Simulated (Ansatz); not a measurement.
```yaml
crystal:
  periodic: [false, false, false]
  atoms:
    - {symbol: C, position_ang: [0.276169, -2.480947, -0.005892]}
    - {symbol: O, position_ang: [0.130274, -1.032073, 0.103230]}
    - {symbol: Hf, position_ang: [-0.194488, 0.669841, -0.110573]}
    - {symbol: O, position_ang: [-0.619839, 1.444034, -1.755388]}
    - {symbol: O, position_ang: [-1.753380, 1.388053, 1.244415]}
    - {symbol: Se, position_ang: [2.000290, 2.111763, 0.815422]}
    - {symbol: H, position_ang: [0.201373, -2.720391, -1.067762]}
    - {symbol: H, position_ang: [1.434422, -2.585895, 0.372235]}
    - {symbol: H, position_ang: [-0.372924, -3.006809, 0.823587]}
    - {symbol: H, position_ang: [-0.937168, 1.504176, -2.539127]}
    - {symbol: H, position_ang: [-2.319640, 1.273996, 1.860009]}
    - {symbol: H, position_ang: [1.423872, 3.359275, 0.503559]}
basis:
  gaussian: {orbitals: def2-mTZVPP, nuclear_model: gaussian, point_charges: [{charge: -1.00, position_ang: [5.438, 0.557, -0.725]}]}
hamiltonian: {xc: {name: PBE-QIDH}}
accuracy: high
output: {forces: true}
```

```sh
$ ansatz run in.yaml --threads 2 --pin off --events-out ev --progress --plain --max-ram 32768MiB --backend cpu
```

It prints (some lines left out):

```
Functional definition: PBE-QIDH
3878 factors; integrals over basis functions are off by at most 1.1e-7 eV
mean field evaluation 1: about -73885.1117 eV, gradient 7.7e1 eV
mean field evaluation 2: about -73885.1637 eV, gradient 7.7e1 eV
mean field evaluation 4: about -73894.7381 eV, gradient 5.7e0 eV
mean field evaluation 8: about -73894.8285 eV, gradient 6.7e-1 eV
mean field evaluation 16: about -73894.8295 eV, gradient 7.9e-4 eV
mean field -73894.82954566 eV, -2715.5848980885 hartree, gradient 4.3e-8 eV, S^2 0.000000; 0 other end points of the search recorded, 0 dependent functions left out
13 core orbitals not correlated: weight in the atoms' cores, before any rotation towards them, 1.000 or more for the frozen orbitals, at most 0.000 for the correlated occupied ones
reference -73894.82954709 eV, -2715.5848981412 hartree; 28, 28 occupied and 152, 152 virtual orbitals, 3878 factors
second order -38.89667466 eV of doubles, -0.00000000 eV of singles
Total energy: -73907.79510531 eV, -2716.0613736174 hartree
Atom 0 at     0.276169    -2.480947    -0.005892 Å, force     3.063174     1.281299     3.197940 eV/Å
Atom 1 at     0.130274    -1.032073     0.103230 Å, force     0.544235    -8.013322     0.213545 eV/Å
Atom 2 at    -0.194488     0.669841    -0.110573 Å, force    -1.478171     8.632543     4.627173 eV/Å
Atom 3 at    -0.619839     1.444034    -1.755388 Å, force     2.401371    -0.304346     5.581506 eV/Å
Atom 4 at    -1.753380     1.388053     1.244415 Å, force     7.796529     0.267054    -8.564060 eV/Å
Atom 5 at     2.000290     2.111763     0.815422 Å, force    -0.373013    -2.060077    -0.239476 eV/Å
Atom 6 at     0.201373    -2.720391    -1.067762 Å, force    -0.386905    -0.535497     0.566992 eV/Å
Atom 7 at     1.434422    -2.585895     0.372235 Å, force    -3.023028    -0.382380    -1.265626 eV/Å
Atom 8 at    -0.372924    -3.006809     0.823587 Å, force     1.004563     1.024144    -2.364297 eV/Å
Atom 9 at    -0.937168     1.504176    -2.539127 Å, force    -3.035865     0.673043    -7.863546 eV/Å
Atom 10 at    -2.319640     1.273996     1.860009 Å, force    -5.776372    -1.482991     6.442041 eV/Å
Atom 11 at     1.423872     3.359275     0.503559 Å, force    -0.758540     1.036433    -0.293243 eV/Å
Dipole moment:     0.026111    -1.098346    -0.655756 e Å
```

It took 100 s on 2 threads of a server CPU on a shared host, with 1.4 GiB of host memory at the peak.
